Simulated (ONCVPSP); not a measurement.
# What one change does to a pseudopotential (S (Z = 16), ONCV)

- Element: S
- Generator: ONCVPSP 4.0.1
- Type: optimised norm-conserving Vanderbilt (ONCV)
- Functional: PBE
- Relativity: non-relativistic
- Frozen core: [Ne]
- Valence charge: 6
- Reference configuration: 3s2 3p4
- Partial waves: 3s: rc 1.30 bohr, ncon 4, nbas 7, qcut 4.2 1/bohr, 3 projectors, debl 2.7 Ha; 3p: rc 1.75 bohr, ncon 5, nbas 10, qcut 4.5 1/bohr, 1 projector
- Local potential: polynomial inside 1.20 bohr (lpopt 2, dvloc0 1 Ha)
- Core correction: none

Change: s: qcut 2.6; p: qcut 2.8.

Cutoffs: the cutoffs (Ha) at which the residual kinetic energy of the hardest occupied pseudo-wave falls to 1 and 0.1 mHa per electron; they do not see the model core or the augmentation charge, which bear on the density cutoff. Errors are all-electron minus pseudo energies relative to the spin-unpolarised reference configuration.

What does the change do?

The potential gets harder (23 Ha and 55 Ha → 55 Ha and 69 Ha); both files keep a bound ghost (s); of the 4 tests that both files solve, the error grows in 4 and shrinks in 0 by more than 15 % and 0.3 meV (median size 10.1 → 13.5 meV).

```csv
quantity,base,changed
"cutoff, loose",23 Ha,55 Ha
"cutoff, tight",55 Ha,69 Ha
loose cutoff by channel,"s 23 Ha, p 5.8 Ha","s 55 Ha, p 6.0 Ha"
bound ghosts,s,s
GHOST(+) flags under 300 eV,none,none
"error for 3s2 3p3, meV [ΔE 11.78 eV]",+2.1,+2.6
"error for 3s2 3p2, meV [ΔE 34.08 eV]",+13,+18
"error for 3s2 3p1, meV [ΔE 68.13 eV]",+44,+62
"error for 3s1 3p4, meV [ΔE 22.52 eV]",+7.0,+9.3
s: phases at 1.32 bohr within 0.05 rad from the reference energy up to (Ha; the scan ends near 5),to the end of the scan,to the end of the scan
p: phases at 1.77 bohr within 0.05 rad from the reference energy up to (Ha; the scan ends near 5),2.3,2.4
```

 A true bound ghost makes a file unfit for plane-wave use even where its test errors are small: the radial tests pick states by their node count and pass the ghost by.
